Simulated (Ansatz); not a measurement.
Results of the Gaussian-basis code of Ansatz.

A structure relaxed at PBE0-D4/def2-TZVP, charge 0, multiplicity 1:

```json
{"atom": "C1", "x (Å)": "0.323", "y (Å)": "-1.797", "z (Å)": "0.294"}
{"atom": "Ta2", "x (Å)": "-0.170", "y (Å)": "0.059", "z (Å)": "-0.695"}
{"atom": "C3", "x (Å)": "0.549", "y (Å)": "1.683", "z (Å)": "0.534"}
{"atom": "O4", "x (Å)": "0.751", "y (Å)": "0.099", "z (Å)": "-2.143"}
{"atom": "O5", "x (Å)": "-2.026", "y (Å)": "0.208", "z (Å)": "-1.106"}
{"atom": "H6", "x (Å)": "-0.265", "y (Å)": "-1.947", "z (Å)": "1.206"}
{"atom": "H7", "x (Å)": "1.384", "y (Å)": "-1.773", "z (Å)": "0.574"}
{"atom": "H8", "x (Å)": "0.184", "y (Å)": "-2.667", "z (Å)": "-0.353"}
{"atom": "H9", "x (Å)": "-0.026", "y (Å)": "1.784", "z (Å)": "1.462"}
{"atom": "H10", "x (Å)": "0.532", "y (Å)": "2.644", "z (Å)": "0.012"}
{"atom": "H11", "x (Å)": "1.594", "y (Å)": "1.483", "z (Å)": "0.802"}
{"atom": "H12", "x (Å)": "-2.829", "y (Å)": "0.224", "z (Å)": "-0.587"}
```

(1) Give its formula and SMILES.

(2) Point group (tolerance 0.08 Å, 0.16 Å for H)?

(3) Summarise the bond lengths by kind.

Results:

(1) C2H7O2Ta, `[CH3][Ta]([CH3])(=[O])[OH]`.

(2) Cs.

(3) 2 × C–Ta 2.160 Å; 6 × C–H 1.094 to 1.097 Å; 2 × O–Ta 1.716 to 1.907 Å; 1 × H–O 0.956 Å.
